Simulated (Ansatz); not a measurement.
Ansatz (a program for electronic structure) input (CCSD(T)/def2-SVPD):

Ansatz 0.2 input:
```yaml
crystal:
  periodic: [false, false, false]
  atoms:
    - {symbol: S, position_ang: [-0.81280242, -0.12519103, 0.56065771]}
    - {symbol: S, position_ang: [0.89726807, 0.12289137, -0.59284163]}
    - {symbol: H, position_ang: [-1.70325745, -0.52859580, -0.37989177]}
    - {symbol: H, position_ang: [1.63475489, -0.58119172, 0.29133482]}
    - {symbol: H, position_ang: [-1.28294775, 1.14658208, 0.60349966]}
basis:
  gaussian:
    orbitals: def2-SVPD
total_charge: 1
magnetization: {spin_polarized: true, initial_magnetization: 2}
correlation: {method: ccsd_t, electrons: outside_noble_gas}
```

Output:

```
Functional definition: HF
integrals: 0.10 GiB planned
733 factors; integrals over basis functions are off by at most 1.1e-3 eV
mean field: 0.25 GiB planned
mean field evaluation 1: about -21662.6852 eV, gradient 1.2e1 eV
mean field evaluation 2: about -21662.7053 eV, gradient 1.2e1 eV
mean field evaluation 4: about -21664.0773 eV, gradient 1.7e0 eV
mean field evaluation 8: about -21664.1268 eV, gradient 2.1e-1 eV
mean field evaluation 16: about -21664.0570 eV, gradient 1.7e0 eV
mean field evaluation 32: about -21662.0306 eV, gradient 1.3e-1 eV
mean field evaluation 64: about -21660.8784 eV, gradient 6.8e-1 eV
mean field -21664.12817969 eV, -796.1420261303 hartree, gradient 5.1e-6 eV, S^2 2.029626; 2 other end points of the search recorded, 0 dependent functions left out
determinant -21664.12817969 eV, -796.1420261303 hartree, with singles and doubles -21672.50379717 eV, -796.4498243952 hartree
determinant -21662.03272277 eV, -796.0650195086 hartree, with singles and doubles -21670.57409618 eV, -796.3789091918 hartree
determinant -21661.39393078 eV, -796.0415443362 hartree, with singles and doubles -21669.78429106 eV, -796.3498843890 hartree
10 core orbitals not correlated
reference -21664.12817969 eV, -796.1420261303 hartree; 8, 6 occupied and 60, 62 virtual orbitals, 733 factors
second order -7.24258917 eV of doubles, -0.00000000 eV of singles
coupled cluster: 0.29 GiB planned
cycle   1  -8.36184741 eV  change   -2.2e-1 eV  update   2.1e-2
cycle   2  -8.37446124 eV  change   -1.3e-2 eV  update   5.7e-3
cycle   3  -8.37670227 eV  change   -2.2e-3 eV  update   2.6e-3
cycle   4  -8.37736504 eV  change   -6.6e-4 eV  update   9.5e-4
cycle   5  -8.37748804 eV  change   -1.2e-4 eV  update   4.2e-4
cycle   6  -8.37756285 eV  change   -7.5e-5 eV  update   1.8e-4
cycle   7  -8.37757627 eV  change   -1.3e-5 eV  update   9.4e-5
cycle   8  -8.37755730 eV  change    1.9e-5 eV  update   3.9e-5
cycle   9  -8.37755571 eV  change    1.6e-6 eV  update   1.4e-5
perturbative correction -0.25447487 eV, -0.0093517791 hartree
Total energy: -21672.76021027 eV, -796.4592474031 hartree
```

This state (charge 1, triplet) is run at the relaxed geometry of the species with charge 1 and multiplicity 1, and is a spin state other than that species' own.
